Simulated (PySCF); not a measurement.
## Correlation energy of Fe¹³⁺ (iron, charge +13)

[Ne] 3s2 3p1, 2P determinant. Computed with PySCF 2.14 in an even-tempered Gaussian basis (19 s from 0.69 bohr⁻², ratio 2.5; 12 p from 0.9 bohr⁻², ratio 2.5; 5 d from 5 bohr⁻², ratio 2.7; 4 f from 7.5 bohr⁻², ratio 2.7), with scalar relativity by spin-free X2C-1e. Frozen: 1s2; 11 electrons correlated; the 22 highest virtual orbitals of each spin left out.

```csv
level,correlation energy (mhartree)
CCSD,-440.39
(T),-2.52
CCSD(T),-442.91
```

Diagnostics: T1 = 0.0025, D1 = 0.0105, largest double amplitude 0.086.

Cost of the coupled-cluster step: of the order of 50 core-seconds, for 11 correlated electrons.
